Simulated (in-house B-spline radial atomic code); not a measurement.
**Ionising the silicon ion Si⁴⁺ with different functionals**

Computed with a B-spline radial code for spherical atoms: non-relativistic Hamiltonian, point nucleus, spin-polarised at highest spin, spherical fractional occupations for the functionals, the average over the highest-spin determinants for Hartree-Fock. The ionisation energy is the difference of two self-consistent energies, [He] 2s2 2p6 → [He] 2s2 2p5, without Breit or QED terms; ε is the level of the shell that loses the electron (its least bound occupied spin orbital).

Hybrids are left out here: with spherical fractional occupations of an open shell their exact exchange keeps a self-interaction that integer-occupation calculations don't have.

```tsv
method	rung	ΔSCF (eV)	-ε(2p) (eV)
Hartree-Fock	Hartree-Fock	165.39	168.52
LDA VWN5	LDA	167.15	148.56
LDA PW92	LDA	167.13	148.55
LDA exchange-only	LDA	?	?
PBE	GGA	167.10	148.52
PBEsol	GGA	166.88	148.32
BLYP	GGA	167.16	148.58
RPBE	GGA	?	?
PW91	GGA	167.34	148.74
BP86	GGA	167.25	148.64
AM05	GGA	166.82	148.27
OLYP	GGA	167.56	149.10
TPSS	meta-GGA	167.51	149.00
SCAN	meta-GGA	168.72	150.53
r2SCAN	meta-GGA	168.62	150.43
M06-L	meta-GGA	168.60	150.50
revTPSS	meta-GGA	167.26	148.79
```

Question: What does LDA exchange-only give?

Answer: ΔSCF 164.83 eV, and -ε(2p) = 146.37 eV.

Question: What does RPBE give?

Answer: ΔSCF 167.03 eV, and -ε(2p) = 148.46 eV.

Question: How do they compare with the NIST value?

Answer: NIST lists 166.767 eV ± 0.003 (measured, ground level to ground level). Errors run from -1.94 to +1.95 eV; AM05 is closest (+0.06 eV), but part of that can be cancellation, since the calculations leave out relativity, Breit-QED terms, multiplet and fine-structure energies. Hartree-Fock also lacks correlation.
